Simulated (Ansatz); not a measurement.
Born–Oppenheimer molecular dynamics of C2H5ClOSi (10 atoms, charge 0, multiplicity 1). It starts from a relaxed structure.

All numbers below come from RKS PBE0-D4/STO-3G (Ansatz).

```json
{
  "ensemble": "NVE (Milne-controlled integrator)",
  "time step": "0.5 fs",
  "steps asked": "388",
  "starting velocities drawn for": "300 K",
  "seed": "968469"
}
```

First frame:

```xyz
10
Properties=species:S:1:pos:R:3
C -1.343 1.188 1.068
C -0.282 0.720 0.395
Cl 1.396 1.106 1.047
O -0.327 0.042 -0.789
Si 0.846 -1.217 -1.026
H -1.225 1.811 1.953
H -2.351 0.954 0.720
H 0.264 -2.000 -2.089
H 1.001 -2.005 0.175
H 2.105 -0.649 -1.450
```

How far do the bonds stretch over the last three quarters of this one trajectory? (Pairs bonded in most of those frames.)


```tsv
bond	mean (Å)	spread (Å)	shortest	longest
C1–C2	1.342	0.010	1.32	1.36
C1–H6	1.090	0.020	1.05	1.13
C1–H7	1.093	0.017	1.06	1.13
C2–Cl3	1.841	0.017	1.81	1.88
C2–O4	1.364	0.014	1.33	1.39
O4–Si5	1.737	0.025	1.70	1.78
Si5–H8	1.446	0.022	1.41	1.48
Si5–H9	1.446	0.020	1.41	1.48
Si5–H10	1.446	0.010	1.43	1.47
```

Mean temperature of the second half: 145 K. The conserved energy stayed within 0.015 meV per atom of its start (net change -0.0011 meV per atom), so the integration is sound. The temperature averaged 0.48 of the 300 K drawn at the start: a run that starts near a minimum puts about half its kinetic energy into the potential. A run of 0.19 ps of so small a system gives no equilibrium averages. Limits of this set-up: minimal basis.

The run took 25 min on 1 CPU thread of a shared host.
